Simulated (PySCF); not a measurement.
Identify the unknown among the candidates.

All candidates are C8H14.

| technique | computed result |
| --- | --- |
| Rotational structure | rotational constants A, B, C: 2.743, 2.436, 1.998 GHz [PBE0-D3(BJ)/def2-SVP] |
| 13C NMR | chemical shifts (computed TMS as zero) by class: 36.6 (1 C), 31.1 (2 C), 30.7 (2 C), 27.0 (2 C), 18.4 (1 C) ppm [GIAO HF/pcSseg-1] |
| 1H NMR | chemical shifts (computed TMS as zero) by class: 1.52 (2 H), 1.42 (2 H), 1.19 (2 H), 1.15 (1 H), 1.15 (1 H), 1.15 (1 H), 1.10 (2 H), 1.07 (2 H), 0.96 (1 H) ppm [GIAO HF/pcSseg-1] |
| Dipole | 0.04 D [CAM-B3LYP/def2-SVPD] |
| Polarisability | 87.0 au [CAM-B3LYP/def2-SVPD] |
| Valence photoelectron | vertical ionisation energy: 10.29 eV [ΔSCF CAM-B3LYP/def2-SVPD] |

Electronic properties: PySCF, gas phase, density fitting. Levels stand in brackets. Geometry: PBE0-D3(BJ)/def2-SVP; no solvent, vibrations or thermal averaging. NMR classes are plain means over equivalent atoms (diastereotopic ones count apart unless rotation or inversion swaps them), as if these changed places fast.

Question: Which candidate is it?
A. `C1CC2CCC1CC2`
B. `C1C[C@@H]2CC[C@H](C1)C2`
C. `C=C/C=C/C(C)(C)C`

Answer: B. It is `C1C[C@@H]2CC[C@H](C1)C2`. Numbering: `[CH2:1]1[CH2:2][C@@H:3]2[CH2:4][CH2:5][C@H:6]([CH2:7]1)[CH2:8]2`. Its formula, C8H14, gives 2 degrees of unsaturation: 2 rings and 0 π bonds in the structure found. 8 carbons fall into 5 classes; from least to most shielded: ring CH2 carbon [C8] (36.6 ppm), sp3 carbon at a ring junction [C3/C6] (31.1 ppm, 2 C), ring CH2 carbon [C2/C7] (30.7 ppm, 2 C), ring CH2 carbon [C4/C5] (27.0 ppm, 2 C), ring CH2 carbon [C1] (18.4 ppm). Hydrogen classes from least to most shielded: 2 H on 2 like atoms (sp3 carbon at a ring junction), C3/C6 (1.52 ppm), 2 H on 2 ring CH2 carbons, C4/C5 (1.42 ppm), 2 H on 2 ring CH2 carbons, C4/C5 (1.19 ppm), 1 H on a ring CH2 carbon, C1 (1.15 ppm), 1 H on a ring CH2 carbon, C8 (1.15 ppm), 1 H on a ring CH2 carbon, C1 (1.15 ppm), 2 H on 2 ring CH2 carbons, C2/C7 (1.10 ppm), 2 H on 2 ring CH2 carbons, C2/C7 (1.07 ppm), 1 H on a ring CH2 carbon, C8 (0.96 ppm). The optimised geometry has point group Cs and is an asymmetric top.

The others, at the same levels:
- `C=C/C=C/C(C)(C)C` fails: its computed vertical ionisation energy is 8.35 eV (against 10.29 eV), static isotropic polarisability is 106.5 au (against 87.0 au) and rotational constant A is 4.142 GHz (against 2.743 GHz).
- `C1CC2CCC1CC2` fails: its computed vertical ionisation energy is 10.00 eV (against 10.29 eV), rotational constant A is 2.453 GHz (against 2.743 GHz) and smallest rotational constant is 2.364 GHz (against 1.998 GHz).

Each candidate is one conformer, not necessarily the lowest. Dipoles, sizes and rotational constants follow the conformer. The torsions of the flexible species, by atom-mapped SMILES:
- `[CH2:1]=[CH:2]/[CH:3]=[CH:4]/[C:5]([CH3:6])([CH3:7])[CH3:8]`: C1–C2–C3–C4 180°, C3–C4–C5–C6 121°

The conformers of `C1C[C@@H]2CC[C@H](C1)C2` and `C1CC2CCC1CC2` aren't listed.
